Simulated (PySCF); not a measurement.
## Computed properties of 2-bromobut-1-en-3-yne (C4H3Br), SMILES C#CC(=C)Br

2-bromobut-1-en-3-yne (C4H3Br), SMILES C#CC(=C)Br. Geometry: B3LYP-D3(BJ)/def2-SVP. The values are those of a single conformer. All values are computed for the isolated molecule unless a solvent is named; none is compared with measurement here.

**Structure.** The optimised structure has Cs symmetry. All 18 harmonic modes at B3LYP-D3(BJ)/def2-SVP (PySCF) are real, so it is a minimum. With heavy atoms numbered as in [CH:1]#[C:2][C:3](=[CH2:4])[Br:5], the shortest bond between them is C1–C2 at 1.214 Å and the longest C3–Br5 at 1.923 Å.

**Vibrations.** The strongest infrared lines (harmonic, unscaled, degenerate partners summed) lie at 1147 cm⁻¹ (84 km/mol, C 68 %, H 32 %), 3469 cm⁻¹ (82 km/mol, H 86 %, C 14 %), 917 cm⁻¹ (35 km/mol, H 72 %, C 28 %). The softest mode is at 154 cm⁻¹ and the zero-point energy is 32.3 kcal/mol.

**Electronic structure.** M06-2X/def2-TZVP (PySCF) places the frontier levels at -8.43 and -0.59 eV, a gap of 7.84 eV, and gives a dipole moment of 1.49 D and a mean polarisability of 66.8 bohr³. PBE/def2-TZVP (PySCF) at the same geometry gives -6.24 and -2.35 eV, so its gap is 3.95 eV narrower. An orbital gap is neither the optical nor the fundamental gap.

**Excitations.** TDDFT-M06-2X/def2-SVPD (PySCF) has S1 at 4.90 eV (253 nm, f = 0.000, dark); the most intense of the 10 singlets computed lies at 7.49 eV (f = 0.39). T1 (TDA) is at 3.61 eV. TDDFT-PBE/def2-SVPD (PySCF) puts S1 at 4.52 eV. No vertical singlet excitation falls in the visible range (under 3.1 eV).

**NMR.** GIAO shifts at KT2/pcSseg-1 (PySCF) (non-relativistic, atoms alike by connectivity averaged): ¹³C from 81.8 to 128.4 ppm against TMS; ¹H from 3.8 to 6.2 ppm against TMS. Without spin–orbit terms, shifts of atoms bonded to Cl or Br come out too high.

**Solvation.** SMD-PBE0/6-31G* (PySCF) gives -1.0 kcal/mol in water, -4.5 kcal/mol in diethylether, -4.2 kcal/mol in N,N-dimethylformamide (1 M in both phases, gas-phase geometry).
